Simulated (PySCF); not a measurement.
Simulation results for GeH$_{5}$NOSi, Ge$_{2}$H$_{4}$O$_{2}$

Computed with PySCF 2.14.0. Calculation on a computer-drawn molecule: the log of a Hartree-Fock and frozen-core CCSD(T) single point meant for a local Hartree-Fock minimum, with one planted fault or none, to be diagnosed. Offsets are logged minus clean, where the clean run is the same molecule without the fault. The reference is restricted for singlets and unrestricted otherwise, and also for a bond in bohr or an excited solution. Adding or removing an electron swaps singlet and doublet. The excited solution moves the top pair (singlet) or top alpha electron (doublet) to the lowest empty orbital. Highest occupied and lowest empty are orbital energies over both spins, largest force is the largest gradient component, triples share is (T) over the correlation energy, the T1 limit is 0.02 restricted and 0.045 unrestricted, electrons count all cores, a negative frequency is imaginary (commonest isotopes), and the dipole is about the centre of nuclear charge; on germanium a core potential holds 10 electrons, which the energies leave out, and 3d is frozen in MP2 and coupled-cluster steps.

Common to all runs: meant charge 0; meant multiplicity 1; meant basis and core potential on germanium cc-pVDZ-PP ECP10MDF; logged SCF converged yes; logged CC converged yes; logged SCF stable within its kind yes; possible faults no fault, one electron removed, one electron added, multiplicity raised by two, geometry at a saddle point, SCF held on an excited solution, minimal basis STO-3G, one bond length entered in bohr, all coordinates scaled.

```yaml
- entry: 1
  formula: GeH5NOSi
  logged_structure:
    atoms_angstrom:
      - [O, -1.9539, 1.3091, 2.4008]
      - [Ge, -0.7468, 1.5257, 1.0998]
      - ["N", 0.0189, -0.0359, 0.6205]
      - [Si, -0.0595, -1.5768, 0.8742]
      - [H, -1.5895, 1.2268, 3.2696]
      - [H, 0.3381, 2.4808, 1.6052]
      - [H, -1.5462, 2.1029, -0.0609]
      - [H, -0.9332, -2.2874, 1.8287]
      - [H, 1.5704, -3.3604, -0.5021]
  given:
    meant_basis: "cc-pV(D+d)Z"
    logged_electrons: 66
    logged_basis_functions: 99
    logged_spin_squared: 0.9019
    "logged_highest_occupied [eV]": -9.7351
    "logged_lowest_empty [eV]": 1.0213
    "logged_largest_force [hartree/bohr]": 0.010561
    logged_T1_diagnostic: 0.040708
    logged_D1_diagnostic: 0.17766
    logged_triples_share: 0.034993
    "logged_dipole_magnitude [debye]": 2.4868
    "logged_energy_HF [hartree]": -714.42409
    "logged_energy_CCSD(T) [hartree]": -715.0151
    drawn_bonds_atom: [1, 2, 3, 1, 2, 2, 4, 4]
    drawn_bonds_other_atom: [2, 3, 4, 5, 6, 7, 8, 9]
    drawn_bonds_order: [1, 1, 2, 1, 1, 1, 1, 1]
  results:
    planted_fault: "one bond length entered in bohr, row 8 of the drawn bonds"
    "HF_energy_offset_from_clean_run [kcal/mol]": 68.32
    "CCSD(T)_energy_offset_from_clean_run [kcal/mol]": 75.21
- entry: 2
  formula: Ge2H4O2
  logged_structure:
    atoms_angstrom:
      - [O, 1.486, 1.7284, -1.779]
      - [Ge, 1.8949, 0.005, -1.7725]
      - [O, 0.828, -0.8296, -2.9091]
      - [Ge, -0.7869, -1.5815, -2.9121]
      - [H, 1.6148, 2.1674, -2.6077]
      - [H, 1.6341, -0.463, -0.3497]
      - [H, 3.3196, -0.2093, -2.2721]
      - [H, -1.0489, -1.4895, -1.3305]
  given:
    meant_basis: cc-pVDZ
    logged_electrons: 84
    logged_basis_functions: 94
    logged_spin_squared: 0.0
    "logged_highest_occupied [eV]": -9.2077
    "logged_lowest_empty [eV]": 0.88407
    "logged_largest_force [hartree/bohr]": 1.1667e-05
    "logged_lowest_frequency [cm^-1]": 39.375
    logged_T1_diagnostic: 0.017611
    logged_D1_diagnostic: 0.06016
    logged_triples_share: 0.02487
    "logged_dipole_magnitude [debye]": 0.86244
    "logged_energy_HF [hartree]": -738.85322
    "logged_energy_CCSD(T) [hartree]": -739.45175
    drawn_bonds_atom: [1, 2, 3, 1, 2, 2, 4]
    drawn_bonds_other_atom: [2, 3, 4, 5, 6, 7, 8]
    drawn_bonds_order: [1, 1, 1, 1, 1, 1, 1]
  results:
    planted_fault: "no fault"
    "HF_energy_offset_from_clean_run [kcal/mol]": 0.0
    "CCSD(T)_energy_offset_from_clean_run [kcal/mol]": 0.0
- entry: 3
  formula: Ge2H4O2
  logged_structure:
    atoms_angstrom:
      - [O, 1.4281, 1.661, -1.7097]
      - [Ge, 1.821, 0.0049, -1.7034]
      - [O, 0.7957, -0.7972, -2.7957]
      - [Ge, -0.7562, -1.5198, -2.7985]
      - [H, 1.5518, 2.0829, -2.506]
      - [H, 1.5703, -0.445, -0.3361]
      - [H, 3.1902, -0.2012, -2.1835]
      - [H, -1.0079, -1.4314, -1.2786]
  given:
    meant_basis: cc-pVDZ
    logged_electrons: 84
    logged_basis_functions: 94
    logged_spin_squared: 0.0
    "logged_highest_occupied [eV]": -9.049
    "logged_lowest_empty [eV]": 1.0365
    "logged_largest_force [hartree/bohr]": 0.040959
    logged_T1_diagnostic: 0.015771
    logged_D1_diagnostic: 0.052613
    logged_triples_share: 0.023109
    "logged_dipole_magnitude [debye]": 0.75358
    "logged_energy_HF [hartree]": -738.83854
    "logged_energy_CCSD(T) [hartree]": -739.42715
    drawn_bonds_atom: [1, 2, 3, 1, 2, 2, 4]
    drawn_bonds_other_atom: [2, 3, 4, 5, 6, 7, 8]
    drawn_bonds_order: [1, 1, 1, 1, 1, 1, 1]
  results:
    planted_fault: "all coordinates scaled, by -3.9 %"
    "HF_energy_offset_from_clean_run [kcal/mol]": 9.212
    "CCSD(T)_energy_offset_from_clean_run [kcal/mol]": 15.43
```
